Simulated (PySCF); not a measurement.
A structure optimised at B3LYP-D3(BJ)/def2-SVP, used in a PySCF frequency run:

```
Nb
O 1 1.6916
F 1 1.8656 2 107.80
F 1 1.8656 2 107.80 3 120.00
F 1 1.8656 2 107.80 3 -120.00
```
Charge 0, spin multiplicity 1.

Problem. Write its SMILES, formula and point group.

Solution. [O]=[Nb]([F])([F])[F], F3NbO, C3v

Problem. What are its rotational constants (standard atomic weights)?

Solution. 3.2805, 3.2805, 2.8102 GHz
